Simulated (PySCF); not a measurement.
**Radial density of Se- (selenium, charge -1)**

UHF, [Ar] 3d10 4s2 4p5, 2P determinant. All numbers are calculated (PySCF 2.14, the spin-free X2C one-electron Hamiltonian (Gaussian nucleus), in aug-cc-pVQZ-DK (8s7p5d3f2g, 93 functions)).

```
r (bohr)  4πr²ρ (e/bohr)  4πr²(ρα − ρβ)
0.000936          0.4946         0.0000
 0.00157           1.204         0.0000
 0.00265           2.856         0.0000
 0.00445           6.500         0.0000
 0.00749           13.75         0.0000
  0.0126           25.62         0.0001
  0.0212           38.47         0.0010
  0.0356           41.36         0.0056
  0.0600           34.31         0.0186
   0.101           43.12         0.0308
   0.170           46.04         0.0035
   0.285           26.23         0.0132
   0.480           33.15         0.0614
   0.807           14.89         0.0049
    1.36           4.187         0.3712
    2.28           2.766         0.4483
    3.84          0.6706         0.0940
    6.46         0.05467        -0.0004
    10.9        0.001042        -0.0002
```

Densities and radii are taken from the X2C orbitals without a picture-change correction, which distorts them close to the nucleus.
